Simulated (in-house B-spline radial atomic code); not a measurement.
Configurations of F IV (F3+), with energies counted from [He] 2s2 2p2. Computed with a radial B-spline atomic code at the basis-set limit: non-relativistic HSE06, spin-polarised, spherical fractional occupations, exact exchange averaged over the configuration, point nucleus. Shells without spins written out take the highest spin.

| configuration | E - E(ref) (eV) | highest orbital | its <r> (bohr) |
| --- | --- | --- | --- |
| [He] 2s2 2p1 3s1 | 52.111 | 3s up | 2.34 |
| [He] 2s2 2p1 3d1 | 61.663 | 3d up | 2.354 |

(1) Order these further configurations by energy, lowest first.
A. [He] 2s1 2p2 3d1
B. [He] 2s1 2p3
C. [He] 2s1 2p2 3s1

Answers

(1) B (8.8022 eV), C (61.467 eV), A (70.937 eV).
